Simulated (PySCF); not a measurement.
**Unknowns**

PySCF 2.14.0 with density-fitted response routines calculation with coordinates at the GFN2-xTB level and PBE0/pcSseg-1 with gauge-including orbitals; relativity neglected, one conformer, isolated molecule, averaged over atoms made equivalent by symmetry, fast rotation or ring inversion.

δ = σ(ref) − σ, references computed at the same level: TMS for 1H, 13C. Splittings of carbon signals by F and P are missing where no couplings were computed. Where no couplings were computed, multiplicities follow the n + 1 count of equivalent neighbours, and m marks all less simple cases (inequivalent or close neighbours, rings, F or P nearby). Shifts are as computed. Against solution values, carbons near 30 ppm lie about +3 ppm off and those near 130 ppm about +5 ppm; carbons on Cl a further +6 ppm. Of 1211 compounds with measured shifts, 218 miss one by over three times the rms of a fit or turn the order of signals round; such compounds aren't used in these exercises. Carbons bonded to Cl come out too deshielded.

(1) C$_{7}$H$_{9}$OP. 1H NMR (300 MHz, computed): δ 8.48 (m, 1H), 8.06 (m, 1H), 6.86 (m, 1H), 4.05 (s, 3H), 2.75 (m, 3H). 13C{1H} NMR (computed): δ 167.3 (C), 166.7 (C), 154.1 (CH), 139.0 (CH), 114.2 (CH), 55.2 (CH3), 23.8 (CH3). Give a structure.

(2) C$_{5}$H$_{7}$Cl$_{3}$O. 1H NMR (600 MHz, computed): δ 3.33 (q, 1H), 2.45 (s, 3H), 1.48 (d, 3H). 13C{1H} NMR (computed): δ 208.9 (C), 124.7 (C), 64.9 (CH), 36.4 (CH3), 18.3 (CH3). Identify the compound.

## Answers

(1) SMILES p1cccc(OC)c1C. 7 carbon signals for 7 carbons: no two carbons are equivalent. Carbon types of the structure: 2 × C, 3 × CH, 2 × CH3, which accounts for all hydrogens. δC 167.3: substituted aromatic carbon. δC 166.7: aromatic carbon bearing oxygen; an ipso carbon deshielded by its heteroatom. δC 154.1, 139.0, 114.2: aromatic CH. δH 2.75: hydrogen on a methyl carbon on an aromatic ring; benzylic-type position, deshielded by the ring.

This is the structure that produced the data.

(2) SMILES CC(=O)[C@@H](C)C(Cl)(Cl)Cl. The formula gives 1 degree of unsaturation (no ring in the answer). 5 carbon signals for 5 carbons: no two carbons are equivalent. Carbon types of the structure: 2 × C, 1 × CH, 2 × CH3, which accounts for all hydrogens. δC 208.9: ketone carbonyl carbon; the double bond to the heteroatom, with no lone-pair donor beside it, deshields it most. δC 124.7: fully substituted sp3 carbon bonded to 3 Cl; 3 electronegative neighbours deshield it. δC 64.9: sp3 CH α to a carbonyl. δC 36.4: methyl carbon α to a carbonyl; α to the electron-withdrawing carbonyl group.

The data come from this structure; uniqueness wasn't tested.
